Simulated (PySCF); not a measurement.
Worked example: oscillator strength and radiative lifetime

Te(Me)(NH2) (CH5NTe), SMILES C[Te]N.

The structure is a stationary point at B3LYP-D3(BJ)/def2-SVP. The def2 effective core potentials stand for the cores of Te; spin–orbit coupling is left out. One conformer was computed; it need not be the lowest.

TDA-CAM-B3LYP/def2-SVPD (PySCF 2.14.0) puts the first singlet state with f over 0.02 at 5.35 eV (vertical), with the transition dipole (0.000, 0.000, -0.849) in atomic units.

**Question.** Find the oscillator strength, the wavelength and the radiative lifetime that this transition would have in vacuum if emission retraced absorption.

**Answer.** 
|μ|² = 0.7208 au, so |μ| = 2.16 D. ΔE = 5.35/27.211 = 0.1966 hartree. f = (2/3) ΔE |μ|² = 0.094 (the program prints 0.094).
λ = 1239.84/5.35 = 232 nm; ν = 43151 cm⁻¹.
Einstein's coefficient A = 0.6670 ν² f s⁻¹ (ν in cm⁻¹) = 1.2e8 s⁻¹, so τ = 1/A = 8.5 ns. This state is S4; the lower singlets have f = 0.001, 0.001, 0.005. The figure is the radiative limit of this one transition; relaxation, internal conversion, crossing to triplets and a medium change what is measured.
